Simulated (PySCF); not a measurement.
hydrogen peroxide (H2O2), singlet, geometry from GFN2-xTB, with bond 4-2 at 1.3 times its length. Base run: CAMB3LYP/6-31G** in PySCF.

PySCF was given this input:
```python
from pyscf import gto, scf, dft

mol = gto.M(
    atom='''
O    -0.02311961    0.70996455   -0.01256427
O     0.02311961   -0.70996455    0.01256427
H     0.91389752    0.94248526   -0.03262698
H    -1.19500266   -1.01224147    0.03864579
''',
    basis='6-31g**',
    verbose=4,
)

mf = dft.RKS(mol)
mf.xc = 'camb3lyp'
mf.kernel()
```

The base run was repeated with changes; each row names its change, and settings that it needs were set with it.

| change | ΔE vs base (µEh) | SCF cycles | outcome |
|---|---|---|---|
| base | 0.0 | 9 | converged |
| diis_space = 12 | 0.0 | 9 | converged |
| diis = off; damp = 0.6 (with mf.diis_start_cycle = 200; with mf.max_cycle = 150) | 0.0 | 21 | converged |
| level_shift = 0.5 (with mf.max_cycle = 100) | 0.0 | 15 | converged |
| conv_tol_grad = 1e-7 | 0.0 | 12 | converged |
| DIIS = EDIIS | - | 50 | not converged |
| conv_tol = 1e-4 | 0.0 | 6 | converged |
| conv_tol = 1e-11 | 0.0 | 10 | converged |
| diis_space = 2 | 0.0 | 24 | converged |
| init_guess = vsap | 0.0 | 9 | converged |
| solver = newton; init_guess = 1e | 0.0 | - | converged |
| init_guess = mod_huckel | 0.0 | 9 | converged |
| init_guess = 1e | 0.0 | 11 | converged |
